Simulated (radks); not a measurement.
Task: Valence configurations of the argon ion Ar3+ (all share [Ne]). Calculated with a radial shooting solver on a logarithmic mesh with Libxc functionals: scalar-relativistic Kohn-Sham, SCAN, spin-polarised, spherical densities, finite nucleus; open shells are filled with parallel spins first; meta-GGA in the generalised Kohn-Sham scheme; Fermi nuclear charge, rms radius 3.4274 fm. Order these by energy: 3s2 3p3; 3s1 3p4; 3s0.5 3p4.5; 3s1.5 3p3.5; 3p5.

Result: From the lowest, in eV above it: 3s2 3p3 0.000; 3s1.5 3p3.5 8.126; 3s1 3p4 15.987; 3s0.5 3p4.5 26.888; 3p5 36.761. NIST lists [Ne] 3s2 3p3 as the ground configuration; this level of theory agrees among the configurations tried. The energies are those of spherical high-spin densities, not of single terms.
